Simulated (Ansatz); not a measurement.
Program: Ansatz 0.2.0.

A structure relaxed at PBE0-D4/def2-TZVP, charge 0, multiplicity 1:

Cartesian coordinates in Å:
```
C 0.894 0.456 -1.718
O 0.112 -0.420 -0.960
Al -0.476 -0.441 0.606
O -1.405 -1.766 1.076
S 0.001 1.240 1.915
H 0.344 0.772 -2.610
H 1.183 1.356 -1.162
H 1.810 -0.047 -2.046
H -1.788 -1.881 1.942
H -0.675 0.731 2.958
```

**Question.** Give its formula and SMILES.

**Answer.** CH5AlO2S, `C[O][Al]([OH])[SH]`.

**Question.** Point group (tolerance 0.08 Å, 0.16 Å for H)?

**Answer.** Cs.

**Question.** Summarise the bond lengths by kind.

**Answer.** 1 × C–O 1.397 Å; 3 × C–H 1.095 to 1.097 Å; 2 × Al–O 1.673 to 1.685 Å; 1 × Al–S 2.183 Å; 1 × H–O 0.954 Å; 1 × H–S 1.344 Å.
